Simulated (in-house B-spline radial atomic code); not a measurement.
Radial electron density of Nb2+, [Kr] 4d2 4f1. Computed with a radial B-spline atomic code at the basis-set limit: non-relativistic LDA VWN5, spherical fractional occupations, point nucleus, inside a hard spherical wall at 1.37 bohr.

Columns: r (bohr), 4πr²n(r) (electrons per bohr), bar.

```
 0.00159    1.338 #
 0.00188    1.826 #
 0.00223    2.497 ##
 0.00264    3.384 ##
 0.00313     4.57 ###
  0.0037    6.094 ####
 0.00439    8.108 ######
 0.00519    10.61 #######
 0.00615    13.78 ##########
 0.00728    17.61 ############
 0.00862    22.13 ###############
  0.0102    27.25 ###################
  0.0121    32.87 #######################
  0.0143    38.44 ###########################
  0.0169     43.6 ##############################
  0.0201    47.87 #################################
  0.0238    50.37 ###################################
  0.0281    50.85 ###################################
  0.0333    49.39 ##################################
  0.0394    46.75 ################################
  0.0467    44.33 ###############################
  0.0553    43.91 ##############################
  0.0655    46.71 ################################
  0.0775    52.51 ####################################
  0.0918    59.24 #########################################
   0.109    63.44 ############################################
   0.129    62.01 ###########################################
   0.152    55.21 ######################################
    0.18    46.17 ################################
   0.214    40.55 ############################
   0.253    41.83 #############################
   0.299    47.33 #################################
   0.355    50.49 ###################################
    0.42    45.88 ################################
   0.497    35.04 ########################
   0.589    25.06 #################
   0.697    22.26 ###############
   0.825    24.68 #################
   0.977    22.71 ################
    1.16    9.864 #######
    1.36  0.02607
```

On this grid the curve has 4 maxima, near 0.0281, 0.109, 0.355, 0.825 bohr.

The 4d radial function P(r) = rR(r), positive near the nucleus:

```
r (bohr)         P
  0.0121  0.001747
  0.0169  0.004466
  0.0238   0.01139
  0.0333   0.02759
  0.0467    0.0642
  0.0655    0.1403
  0.0918    0.2812
   0.129    0.5051
    0.18    0.7693
   0.253    0.9446
   0.355    0.7865
   0.497    0.1288
   0.697   -0.8617
   0.977    -1.347
    1.36  -0.04888
```
